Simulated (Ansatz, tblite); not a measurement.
Breaking a bond: Sn(iPr)(OH)3, SMILES [OH][Sn]([OH])([CH](C)C)[OH]. The C1–H17 bond (C1 also carries C, H, H; H17 carries nothing else) is varied alone, starting from the PBE0/def2-SVP, def2 effective core potentials past Kr optimised geometry. Each curve is given relative to its own lowest point near equilibrium.

| R / Å | A | B | C |
|---|---|---|---|
| 0.89 | 1.195 | 1.138 | 0.980 |
| 0.97 | 0.404 | 0.369 | 0.283 |
| 1.02 | 0.148 | 0.128 | 0.082 |
| 1.08 | 0.013 | 0.008 | 0.000 |
| 1.10 | 0.000 | 0.000 | 0.002 |
| 1.15 | 0.024 | 0.035 | 0.054 |
| 1.17 | 0.051 | 0.068 | 0.091 |
| 1.24 | 0.212 | 0.244 | 0.273 |
| 1.33 | 0.518 | 0.569 | 0.588 |
| 1.44 | 0.972 | 1.046 | 1.026 |
| 1.59 | 1.637 | 1.741 | 1.662 |
| 1.80 | 2.534 | 2.680 | 2.522 |
| 2.01 | 3.323 | 3.513 | 3.280 |
| 2.29 | 4.150 | 4.262 | 4.100 |
| 2.68 | 4.639 | 4.696 | 4.898 |
| 3.23 | 4.813 | 4.872 | 5.501 |

Energies in eV.

Question: Which curve belongs to which method? The methods are GFN2-xTB, 300 K electronic temperature in tblite; Ansatz (a program for electronic structure) with unrestricted B3LYP/def2-SVP, def2 effective core potentials past Kr; unrestricted PBE/def2-SVP, def2 effective core potentials past Kr (Ansatz).

Answer: A is UKS-PBE; B is UKS-B3LYP; C is GFN2-xTB.

The unrestricted determinant behind UKS-PBE, UKS-B3LYP is spin-contaminated at 2.29 to 3.23 Å (<S²> up to 1.0, against 0.00 for a pure singlet).
